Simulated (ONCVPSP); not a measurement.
## Potentials for Ne (Z = 10) compared

Generated with ld1.x 7.5 (TM, RRKJ, ultrasoft, PAW), atompaw 4.2 or ONCVPSP 4.0.1. The cutoff is in Ry: for ld1.x and atompaw files where the sum of valence levels is converged to 10 mRy in a Bessel basis, for ONCV files where the hardest occupied wave has 1 mHa per electron of residual kinetic energy. The error is the largest all-electron minus pseudo excitation energy over each file’s own four to seven test configurations (ionisations up to +4, promotions, holes and added fractions of an electron), all of which were solved. The labels leave out finer settings (local radius, basis sizes, second energies), which also bear on the numbers. Spin-polarised tests are not counted. The rows are a selection from randomly drawn settings: files with unsolved tests, undetermined cutoffs or missed reference levels are left out.

```tsv
potential	cutoff (Ry)	largest error (meV)	bound ghosts
ONCV, PBE, scalar-relativistic, rc 0.55/1.00/0.75 (spd), local s, core correction no, reference 2s2 2p6, qcut 10.2/16.9/11.8, projectors 0/2/3	264	+168	none
ONCV, PBE, scalar-relativistic, rc 0.60/0.95/0.85 (spd), local smoothed, core correction yes, reference 2s2 2p6, qcut 12.6/12.4/10.9, projectors 2/2/2	141	+175	none
ONCV, PW91, scalar-relativistic, rc 0.65/1.20/1.30 (spd), local smoothed, core correction yes, reference 2s2 2p6, qcut 10.6/14.5/6.4, projectors 2/2/2	235	+457	none
ONCV, PBEsol, scalar-relativistic, rc 0.40/0.75 (sp), local smoothed, core correction no, reference 1s2 2s2 2p6, qcut 29.2/9.6, projectors 2/1	770	+4980	none
ONCV, PBE, scalar-relativistic, rc 0.55/0.75 (sp), local smoothed, core correction yes, reference 2s2 2p4, qcut 13.8/9, projectors 2/2	501	+294	none
ONCV, PBEsol, scalar-relativistic, rc 0.50/1.45 (sp), local smoothed, core correction no, reference 2s2 2p6, qcut 10.2/12, projectors 1/2	241	+1162	none
ONCV, PBE, scalar-relativistic, rc 0.50/0.75/0.60 (spd), local smoothed, core correction yes, reference 2s2 2p6, qcut 12.7/12.3/16.3, projectors 2/1/2	182	+52	none
```

Problem. Fill in the row for Ne: ONCV, PBE, scalar-relativistic, rc 0.60/1.50 (sp), local smoothed, core correction yes, reference 2s2 2p6, qcut 14/7.7, projectors 1/2.

Solution. cutoff 150 Ry, largest error +2683 meV, bound ghosts: none.

Problem. Fill in the row for Ne: ONCV, PBE, scalar-relativistic, rc 0.70/1.30/1.05 (spd), local s, core correction yes, reference 2s2 2p5, qcut 7.7/12.8/8.5, projectors 0/2/2.

Solution. cutoff 838 Ry, largest error +512 meV, bound ghosts: none.
